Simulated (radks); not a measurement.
Spherical quantum dot in the effective-mass picture: electrons in a hard-walled sphere of radius 4.42, with a point charge +2 (a donor) at the centre, all in effective atomic units (hartree* = m*/eps^2 hartree, bohr* = eps/m* bohr), one dielectric constant everywhere. Calculated with a radial shooting solver with Libxc functionals: non-relativistic Kohn-Sham, PBEsol, spin-polarised, spherical densities. Levels are named by radial order and angular momentum (1s, 1p, 1d, 2s, ...), and open shells are averaged over m. Results are scaled to m* = 0.055 and eps = 6.8, for which hartree* = 32.37 meV and bohr* = 6.543 nm.

N = 36, configuration 1s2 1p6 1d10 2s2 1f14 1g(up 2, down 0). This is the lowest configuration that the search found. Occupied and some empty levels:

| level | occupation | eigenvalue (meV) | <r> (nm) |
|---|---|---|---|
| 1s up | 1 | 313.60 | 18.81 |
| 1s down | 1 | 313.99 | 18.58 |
| 1p up | 3 | 318.12 | 21.18 |
| 1p down | 3 | 318.60 | 21.15 |
| 2s up | 1 | 324.52 | 8.534 |
| 2s down | 1 | 324.62 | 8.732 |
| 1d up | 5 | 324.85 | 21.66 |
| 1d down | 5 | 325.36 | 21.64 |
| 1f up | 7 | 334.28 | 22.07 |
| 1f down | 7 | 334.81 | 22.05 |
| 1g up | 2 | 346.24 | 22.42 |
| 1g down | 0 | 346.78 | 22.41 |
| 2p up | 0 | 358.88 | 14.22 |
| 2p down | 0 | 359.02 | 14.21 |
| 1h up | 0 | 360.59 | 22.73 |
| 1h down | 0 | 361.14 | 22.72 |
| 3s up | 0 | 363.91 | 14.54 |
| 3s down | 0 | 364.10 | 14.54 |
| 2d up | 0 | 377.17 | 16.29 |
| 2d down | 0 | 377.37 | 16.27 |

Energy (meV): total 5983.13, kinetic 1412.7, external -901.49, Hartree 5987.3, exchange-correlation -515.39.
